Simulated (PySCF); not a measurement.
Molfile (atoms numbered from 1):
```
C7H5FO2
     RDKit          3D

 15 15  0  0  0  0  0  0  0  0999 V2000
    2.6851   -1.2230   -0.3805 O   0  0  0  0  0  0  0  0  0  0  0  0
    2.0792   -0.2009   -0.1796 C   0  0  0  0  0  0  0  0  0  0  0  0
    2.6969    0.9805   -0.0429 O   0  0  0  0  0  0  0  0  0  0  0  0
    0.6044   -0.1090   -0.0602 C   0  0  0  0  0  0  0  0  0  0  0  0
   -0.1448   -1.2770   -0.1849 C   0  0  0  0  0  0  0  0  0  0  0  0
   -1.5225   -1.2334   -0.0799 C   0  0  0  0  0  0  0  0  0  0  0  0
   -2.1662   -0.0282    0.1481 C   0  0  0  0  0  0  0  0  0  0  0  0
   -1.4052    1.1227    0.2685 C   0  0  0  0  0  0  0  0  0  0  0  0
   -2.0308    2.2954    0.4898 F   0  0  0  0  0  0  0  0  0  0  0  0
   -0.0279    1.1095    0.1689 C   0  0  0  0  0  0  0  0  0  0  0  0
    3.6558    0.8629   -0.1300 H   0  0  0  0  0  0  0  0  0  0  0  0
    0.3748   -2.2059   -0.3621 H   0  0  0  0  0  0  0  0  0  0  0  0
   -2.1020   -2.1384   -0.1772 H   0  0  0  0  0  0  0  0  0  0  0  0
   -3.2398    0.0314    0.2335 H   0  0  0  0  0  0  0  0  0  0  0  0
    0.5386    2.0214    0.2666 H   0  0  0  0  0  0  0  0  0  0  0  0
  1  2  2  0
  2  3  1  0
  2  4  1  0
  4  5  2  0
  5  6  1  0
  6  7  2  0
  7  8  1  0
  8  9  1  0
  8 10  2  0
 10  4  1  0
  3 11  1  0
  5 12  1  0
  6 13  1  0
  7 14  1  0
 10 15  1  0
M  END
```

How the numbers were obtained: σ from GIAO-PBE0/pcSseg-1, geometry from GFN2-xTB, in PySCF 2.14.0 with density-fitted response routines (in vacuum, no relativistic terms, one computed conformer).

δ = σ(ref) − σ, references computed at the same level: 13C (σ = 186.93 ppm), 1H (σ = 31.72 ppm) against TMS; 17O (σ = 336.08 ppm) against H2O; CFCl3 for 19F (σ = 170.95 ppm).

```json
{"atoms": "H11", "nucleus": "1H", "count": "1", "Hirshfeld charge": "0.19", "δ (ppm)": "6.44"}
{"atoms": "C10", "nucleus": "13C", "count": "1", "Hirshfeld charge": "-0.06", "δ (ppm)": "123.8"}
{"atoms": "C8", "nucleus": "13C", "count": "1", "Hirshfeld charge": "0.09", "δ (ppm)": "?"}
{"atoms": "C7", "nucleus": "13C", "count": "1", "Hirshfeld charge": "-0.05", "δ (ppm)": "126.9"}
{"atoms": "C4", "nucleus": "13C", "count": "1", "Hirshfeld charge": "-0.02", "δ (ppm)": "?"}
{"atoms": "C5", "nucleus": "13C", "count": "1", "Hirshfeld charge": "-0.04", "δ (ppm)": "?"}
{"atoms": "C6", "nucleus": "13C", "count": "1", "Hirshfeld charge": "-0.04", "δ (ppm)": "?"}
{"atoms": "O1", "nucleus": "17O", "count": "1", "Hirshfeld charge": "-0.27", "δ (ppm)": "418.2"}
{"atoms": "F9", "nucleus": "19F", "count": "1", "Hirshfeld charge": "-0.08", "δ (ppm)": "?"}
{"atoms": "H12", "nucleus": "1H", "count": "1", "Hirshfeld charge": "0.05", "δ (ppm)": "8.41"}
{"atoms": "O3", "nucleus": "17O", "count": "1", "Hirshfeld charge": "-0.16", "δ (ppm)": "199.4"}
{"atoms": "H15", "nucleus": "1H", "count": "1", "Hirshfeld charge": "0.05", "δ (ppm)": "8.17"}
{"atoms": "H14", "nucleus": "1H", "count": "1", "Hirshfeld charge": "0.06", "δ (ppm)": "7.59"}
{"atoms": "H13", "nucleus": "1H", "count": "1", "Hirshfeld charge": "0.06", "δ (ppm)": "7.81"}
{"atoms": "C2", "nucleus": "13C", "count": "1", "Hirshfeld charge": "0.21", "δ (ppm)": "169.9"}
```

Task: Estimate the values marked ?.

Result: 
- C8: 172.6 ppm, aromatic carbon bearing fluorine; an ipso carbon deshielded by its heteroatom
- C6: 135.5 ppm, aromatic CH; the aromatic region
- C4: 135.4 ppm, substituted aromatic carbon
- C5: 133.3 ppm, aromatic CH; the aromatic region
- F9: -115.2 ppm, aryl fluorine

OH/NH shifts are gas-phase values; hydrogen bonding in solution moves them, usually downfield. Shifts are as computed. Against solution values, carbons near 30 ppm lie about +3 ppm off and those near 130 ppm about +5 ppm. Of 1211 compounds with measured shifts, 218 miss one by over three times the rms of a fit or turn the order of signals round; such compounds aren't used in these exercises. In solution the two oxygens of a carboxylic acid exchange roles by proton transfer and give one 17O line. Hydrogen bonding in solution shields acid and N–H amide carbonyl oxygens by tens of ppm. Hydrogen bonding in solution deshields acid and N–H amide carbonyl carbons by as much as 10 ppm beyond these values. Unscaled 19F shifts against computed CFCl3 carry errors that often reach 10 to 50 ppm. Unscaled 17O shifts of doubly bonded oxygen tend to come out too high, by tens of ppm or more. Experimental scales use liquid or dissolved standards, which lie at an offset from isolated H2O (liquid H2O: subtract about 36 ppm).
